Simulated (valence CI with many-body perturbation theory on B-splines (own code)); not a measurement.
## E1 line list for Ti I

Calculated by relativistic CI+MBPT: four valence electrons over a frozen Dirac-Fock core [Ar], radial functions for each j: 9 s, 9 p, 10 d, 8 f, 5 g, 3 h, 1 i, with the one-electron correlation potential Σ1, the two-electron term Σ2, the three-electron term Σ3, Breit, model QED; selected CI, second order for the rest, scaled by the run's own slope (own B-spline code, finite nucleus).

Against 41 measured levels this calculation errs by 376 cm⁻¹ on average and by 558 at most. These come from a selection out of the NIST Handbook of Basic Atomic Spectroscopic Data. Levels without a partner in it may be off by more, other configurations by 1,000 to 4,000 cm⁻¹. Among the levels kept, up to 670 cm⁻¹ of a level comes from second order outside the variational space, and about a tenth of that is noise between levels of different J, which matters for small intervals.

Lines 101 to 150 of 193 in falling wavelength, among levels below 2.749 eV, chosen from the strongest by gf and those to the six lowest levels. Wavelengths and rates use the calculated energies, so an error of 400 cm⁻¹ moves a line at 827.9 nm by 3.3 % and its rate by three times that or more. Electric multipoles are in the length gauge, E1 and E2 with the static RPA response of the core. Weak lines are less certain than strong ones. Lines between different terms over intervals too small for the method are left out, as are lines whose strength nearly cancels. The highest levels of a list are the least certain.

| λ vac (nm) | λ from measured levels | Upper | Lower | A (s⁻¹) | S (a.u.) |
| --- | --- | --- | --- | --- | --- |
| 827.9 | 843.7 | 3d2 4s 4p 5D°_4 | 3d3 4s 5F_5 | 1.79e+06 | 4.51e+00 |
| 827.3 | 842.9 | 3d2 4s 4p 5D°_2 | 3d3 4s 5F_3 | 1.46e+06 | 2.04e+00 |
| 825.9 | 841.5 | 3d2 4s 4p 5D°_1 | 3d3 4s 5F_2 | 1.38e+06 | 1.15e+00 |
| 824.6 | 839.9 | 3d2 4s 4p 5D°_0 | 3d3 4s 5F_1 | 2.04e+06 | 5.64e-01 |
| 823.1 | 838.5 | 3d2 4s 4p 5D°_2 | 3d3 4s 5F_2 | 5.80e+05 | 7.98e-01 |
| 823.0 | 838.5 | 3d2 4s 4p 5D°_1 | 3d3 4s 5F_1 | 6.72e+05 | 5.55e-01 |
| 822.6 | 838.0 | 3d2 4s 4p 5D°_3 | 3d3 4s 5F_3 | 4.27e+05 | 8.21e-01 |
| 821.1 | 836.7 | 3d2 4s 4p 5D°_4 | 3d3 4s 5F_4 | 2.31e+05 | 5.68e-01 |
| 820.5 | 784.3 | 3d2 4s 4p 3D°_2 | 3d2 4s2 1D_2 | 1.02e+04 | 1.39e-02 |
| 820.2 | 835.5 | 3d2 4s 4p 5D°_2 | 3d3 4s 5F_1 | 5.73e+04 | 7.80e-02 |
| 818.5 | 833.7 | 3d2 4s 4p 5D°_3 | 3d3 4s 5F_2 | 3.97e+04 | 7.51e-02 |
| 815.7 | 831.0 | 3d2 4s 4p 5D°_4 | 3d3 4s 5F_3 | 1.52e+04 | 3.66e-02 |
| 812.4 | 777.0 | 3d2 4s 4p 3D°_3 | 3d2 4s2 1D_2 | 1.17e+04 | 2.16e-02 |
| 782.4 | 789.8 | 3d2 4s 4p 3F°_2 | 3d3 4s 5F_3 | 3.76e+03 | 4.44e-03 |
| 781.0 | 788.7 | 3d2 4s 4p 3F°_3 | 3d3 4s 5F_4 | 1.38e+04 | 2.28e-02 |
| 778.6 | 785.9 | 3d2 4s 4p 3F°_2 | 3d3 4s 5F_2 | 1.38e+03 | 1.60e-03 |
| 777.8 | 785.5 | 3d2 4s 4p 3F°_4 | 3d3 4s 5F_5 | 2.45e+04 | 5.11e-02 |
| 776.2 | 783.7 | 3d2 4s 4p 3F°_3 | 3d3 4s 5F_3 | 2.55e+03 | 4.11e-03 |
| 776.0 | 783.3 | 3d2 4s 4p 3F°_2 | 3d3 4s 5F_1 | 2.91e+02 | 3.36e-04 |
| 772.5 | 779.9 | 3d2 4s 4p 3F°_3 | 3d3 4s 5F_2 | 7.44e+01 | 1.19e-04 |
| 771.7 | 779.3 | 3d2 4s 4p 3F°_4 | 3d3 4s 5F_4 | 1.58e+03 | 3.22e-03 |
| 767.0 | 774.4 | 3d2 4s 4p 3F°_4 | 3d3 4s 5F_3 | 2.50e+01 | 5.01e-05 |
| 760.9 | 741.9 | 3d2 4s 4p 1D°_2 | 3d2 4s2 3P_2 | 1.06e+04 | 1.15e-02 |
| 754.3 | 735.9 | 3d2 4s 4p 1D°_2 | 3d2 4s2 3P_1 | 3.82e+03 | 4.05e-03 |
| 744.6 | 749.7 | 3d2 4s 4p 3D°_1 | 3d3 4s 5F_2 | 2.20e+03 | 1.35e-03 |
| 744.2 | 749.3 | 3d2 4s 4p 3D°_2 | 3d3 4s 5F_3 | 8.70e+03 | 8.85e-03 |
| 742.2 | 747.3 | 3d2 4s 4p 3D°_1 | 3d3 4s 5F_1 | 9.02e+03 | 5.46e-03 |
| 742.0 | 747.2 | 3d2 4s 4p 3D°_3 | 3d3 4s 5F_4 | 1.14e+04 | 1.61e-02 |
| 740.8 | 745.9 | 3d2 4s 4p 3D°_2 | 3d3 4s 5F_2 | 1.09e+04 | 1.10e-02 |
| 738.5 | 743.5 | 3d2 4s 4p 3D°_2 | 3d3 4s 5F_1 | 1.87e+03 | 1.86e-03 |
| 737.6 | 742.7 | 3d2 4s 4p 3D°_3 | 3d3 4s 5F_3 | 7.01e+03 | 9.72e-03 |
| 734.2 | 739.2 | 3d2 4s 4p 3D°_3 | 3d3 4s 5F_2 | 1.11e+03 | 1.51e-03 |
| 733.6 | 724.5 | 3d2 4s 4p 1F°_3 | 3d2 4s2 3P_2 | 8.60e+03 | 1.17e-02 |
| 725.8 | 703.5 | 3d2 4s 4p 3G°_3 | 3d2 4s2 1D_2 | 2.16e+03 | 2.85e-03 |
| 698.9 | 674.5 | 3d2 4s 4p 1D°_2 | 3d2 4s2 1D_2 | 5.75e+05 | 4.84e-01 |
| 675.8 | 660.1 | 3d2 4s 4p 1F°_3 | 3d2 4s2 1D_2 | 1.96e+05 | 2.09e-01 |
| 665.5 | 675.3 | 3d2 4s 4p 3G°_3 | 3d3 4s 5F_3 | 5.41e-01 | 5.50e-07 |
| 662.7 | 672.5 | 3d2 4s 4p 3G°_3 | 3d3 4s 5F_2 | 1.84e+02 | 1.85e-04 |
| 660.3 | 669.9 | 3d2 4s 4p 3G°_4 | 3d3 4s 5F_3 | 3.91e+02 | 5.00e-04 |
| 659.7 | 641.5 | 3d2 4s 4p 5G°_3 | 3d2 4s2 3F_4 | 2.70e+02 | 2.67e-04 |
| 655.1 | 636.7 | 3d2 4s 4p 5G°_2 | 3d2 4s2 3F_3 | 7.15e+02 | 4.96e-04 |
| 654.3 | 636.2 | 3d2 4s 4p 5G°_4 | 3d2 4s2 3F_4 | 1.14e+03 | 1.42e-03 |
| 650.8 | 632.7 | 3d2 4s 4p 5G°_3 | 3d2 4s2 3F_3 | 3.12e+03 | 2.97e-03 |
| 647.8 | 629.8 | 3d2 4s 4p 5G°_2 | 3d2 4s2 3F_2 | 6.57e+03 | 4.41e-03 |
| 647.8 | 629.7 | 3d2 4s 4p 5G°_5 | 3d2 4s2 3F_4 | 3.21e+02 | 4.73e-04 |
| 645.5 | 627.5 | 3d2 4s 4p 5G°_4 | 3d2 4s2 3F_3 | 8.26e+02 | 9.86e-04 |
| 643.6 | 626.0 | 3d2 4s 4p 5G°_3 | 3d2 4s2 3F_2 | 1.08e+03 | 9.92e-04 |
| 642.8 | 648.5 | 3d2 4s 4p 1D°_2 | 3d3 4s 5F_3 | 1.35e-03 | 8.88e-10 |
| 640.3 | 645.9 | 3d2 4s 4p 1D°_2 | 3d3 4s 5F_2 | 4.77e-02 | 3.09e-08 |
| 638.5 | 644.1 | 3d2 4s 4p 1D°_2 | 3d3 4s 5F_1 | 3.49e+01 | 2.24e-05 |
